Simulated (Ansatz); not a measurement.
Name a neutral molecule of C, Cl, F, O, W and H with size of the dipole moment (ωB97M-V/def2-TZVPP) between 2.45 and 2.75 D and HOMO energy (PBE/def2-TZVPP) between -6.95 and -6.65 eV (Ansatz, PBE0-D4/def2-TZVP geometry).

`C[O][W]([OH])([OH])([F])([Cl])[O]C` (2.56 D, -6.85 eV). Other molecules can fit too; these were computed, each in one conformer that needn't be the lowest.
